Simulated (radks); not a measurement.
Values are calculated unless marked as measured or tabulated.
Problem. Ionisation ladder of aluminium, from Al to Al12+. Each ion is in the ground configuration listed by NIST, and IE = E(next ion) - E(this ion), with E = 0 for the bare nucleus. Level of theory: scalar-relativistic Kohn-Sham, r2SCAN, spin-polarised, spherical densities, finite nucleus; open shells are filled with parallel spins first; meta-GGA in the generalised Kohn-Sham scheme; Fermi nuclear charge, rms radius 3.061 fm (a radial shooting solver on a logarithmic mesh with Libxc functionals).

| species | configuration | IE, Delta-SCF (eV) | -e(HOMO) (eV) | HOMO | <r> HOMO (bohr) |
|---|---|---|---|---|---|
| Al | [Ne] 3s2 3p1 | 5.898 | 3.057 | 3p up | 3.37 |
| Al+ | [Ne] 3s2 | ? | 14.962 | 3s | 2.39 |
| Al2+ | [Ne] 3s1 | 28.437 | 24.697 | 3s up | 2.20 |
| Al3+ | [Ne] | 121.62 | 105.74 | 2p | 0.596 |
| Al4+ | [He] 2s2 2p5 | ? | 137.86 | 2p down | 0.569 |
| Al5+ | [He] 2s2 2p4 | 188.71 | 171.59 | 2p down | 0.546 |
| Al6+ | [He] 2s2 2p3 | 244.62 | 224.11 | 2p up | 0.509 |
| Al7+ | [He] 2s2 2p2 | 286.66 | 265.44 | 2p up | 0.490 |
| Al8+ | [He] 2s2 2p1 | ? | 308.01 | 2p up | 0.474 |
| Al9+ | [He] 2s2 | 395.04 | 379.50 | 2s | 0.522 |
| Al10+ | [He] 2s1 | 441.61 | 425.80 | 2s up | 0.510 |
| Al11+ | [He] | ? | 2016.8 | 1s | 0.119 |
| Al12+ | 1s1 | 2304.6 | 2231.3 | 1s up | 0.115 |

Estimate the withheld Delta-SCF values.

Solution. Al+: 18.412 eV (NIST 18.829); Al4+: 154.62 eV (NIST 153.83); Al8+: 329.31 eV (NIST 330.21); Al11+: 2087.1 eV (NIST 2086.0).
